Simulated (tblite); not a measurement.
Start geometry of `[CH2+][CH][Si@@H]([SiH3])C(F)F` [radical] from a force field or distance geometry (Å):
```
atom  x, y, z in Å
C1    -1.8787    1.8338    0.7002
C2    -1.3196    0.5302    0.6108
Si3    0.1595    0.1575   -0.4121
Si4    1.9227   -0.4543    0.9161
C5    -0.1070   -1.2245   -1.5844
F6     1.0296   -1.4775   -2.2901
F7    -0.4053   -2.3641   -0.9240
H8    -2.7500    2.0022    1.3357
H9    -1.4665    2.6804    0.1661
H10   -1.7637   -0.2913    1.1843
H11    0.5080    1.4129   -1.1475
H12    1.5893   -1.6808    1.7177
H13    3.1430   -0.7182    0.1309
H14    2.2434    0.6279    1.8851
H15   -0.9091   -1.0262   -2.3106
```

**Question.** What comes out of this run: tblite 0.8.0, GFN2-xTB geometry optimisation, gas phase?

**Answer.** 
```
atom  x, y, z in Å
C1    -1.900    1.828    0.914
C2    -1.398    0.669    0.488
Si3    0.058    0.469   -0.661
Si4    2.041   -0.545    0.956
C5    -0.029   -1.269   -1.542
F6     1.225   -1.643   -1.904
F7    -0.448   -2.178   -0.624
H8    -2.764    1.861    1.559
H9    -1.486    2.783    0.636
H10   -1.871   -0.254    0.817
H11    0.623    1.484   -1.543
H12    1.363   -1.699    1.530
H13    3.090   -0.774   -0.028
H14    2.167    0.636    1.805
H15   -0.676   -1.359   -2.423
```

The energy falls by 19.7 kcal/mol over 100 L-BFGS steps, the largest force on an atom goes from 3.72 to 0.009 eV/Å, and the atoms move by 0.323 Å rms after alignment. The bond that changes most is Si3–Si4 (ends: silicon bonded to 2 C, Si and H; silicon bonded to Si and 3 H), which lengthens by 0.462 Å. Bonds longer at the end by more than 0.005 Å: 4 of 14; shorter: 8. Among the angles that change most is C2–Si3–H11, from 106.9° to 126.9°. Among the dihedrals that turn most is H10–C2–Si3–C5, from 55° to 22°. Rotational constants go from 1908, 1268, 927.8 to 1927, 1204, 918.7 MHz. The orientation of the end geometry is arbitrary; only internal coordinates are fixed.

On Arm Neoverse V2, one thread, no GPU, shared host, this took 0.6 s wall.

GFN2-xTB frequencies show an imaginary mode (32i cm⁻¹), so the point is no minimum at that level. 3 starts were optimised and ended at 0.00, 0.03 and 0.29 kcal/mol (GFN2-xTB); the lowest of these is shown.

One conformer stands for the species.

The numbers are calculated, not measured.
